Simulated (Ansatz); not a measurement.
C2H7GeNO can be A, `[CH3][Ge]1([OH])[CH2][NH]1`, or B, `C[N](C)[Ge][OH]`.

Calculated with Ansatz (gas phase, PBE0-D4/def2-TZVP geometries, no zero-point term in ΔE). CCSD(T)/CBS adds triple-zeta CCSD(T) − MP2 to the extrapolated MP2 energy (def2 sets, frozen cores). DFT in def2-TZVPP. B3LYP here is the variant with VWN-RPA as its local correlation; programs differ in this. For Ge outer-core shells are correlated without core-valence functions, which leaves a few kJ/mol of doubt a bond. Scalar relativity is left out up to krypton. One conformer a species, not always the lowest.

(1) Which is lower in electronic energy at CCSD(T)/CBS, and by how much? (An estimate is asked.)

(2) Give E(B) − E(A) in kJ/mol with B3LYP-D4, CCSD/def2-TZVPP, B2PLYP, PBE0-D4, ωB97M-V, CCSD(T)/def2-TZVPP, r2SCAN-D4. (Estimate.)

Largest T1 diagnostic: 0.014.

## Answers

(1) Ansatz gave: B, by 101.4 kJ/mol.

(2) Computed: B3LYP-D4 -133.1, CCSD/def2-TZVPP -96.6, B2PLYP -114.7, PBE0-D4 -105.7, ωB97M-V -112.8, CCSD(T)/def2-TZVPP -94.9, r2SCAN-D4 -102.9. None reverses the order clearly.

In def2-TZVPP, CCSD(T) changes the Hartree–Fock value by +21.8 kJ/mol (the triples alone add +1.7 kJ/mol) and MP2 by +29.5 kJ/mol. From PBE to PBE0 (25 % exact exchange), in def2-TZVPP and without D4, E(B) − E(A) moves by +9.4 kJ/mol.
